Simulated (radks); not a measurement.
Initial-state core-level shifts of the terbium ion Tb3+ when its valence configuration changes from [Xe] 4f8. Method: Dirac Kohn-Sham, LDA (Slater exchange, Perdew-Wang correlation), spin-unpolarised, spherical densities, finite nucleus; open shells are shared between the two j in proportion to 2j + 1; Fermi nuclear charge, rms radius 5.06 fm; computed with a radial shooting solver on a logarithmic mesh with Libxc functionals. Shifts are changes of the shell-averaged eigenvalues in eV (positive: less bound); the change of the density at the nucleus, which sets a Mossbauer isomer shift, is in e/bohr^3, on a base of 6.839e+05.

valence                   1s       2p       3s       3p  density at nucleus
4f7 6p1              -12.175  -12.873  -14.007  -13.981              +45.78
4f6 6p2              -25.516  -27.048  -29.527  -29.467              +99.26
4f5 5d1 6p2          -35.043  -37.333  -41.463  -41.364             +147.10
4f7 5d1               -7.793   -8.349   -9.575   -9.548              +37.13
4f6 6s2              -23.257  -24.805  -27.276  -27.217             +242.99
4f5.5 6s0.5 6p2      -32.035  -34.037  -37.256  -37.178             +167.51
4f7 6s1              -11.010  -11.718  -12.852  -12.825             +110.42
4f4.5 5d1 6s0.5 6p2  -41.936  -44.742  -49.703  -49.583             +219.59
4f5.5 5d0.5 6p2      -30.202  -32.103  -35.384  -35.305             +122.65
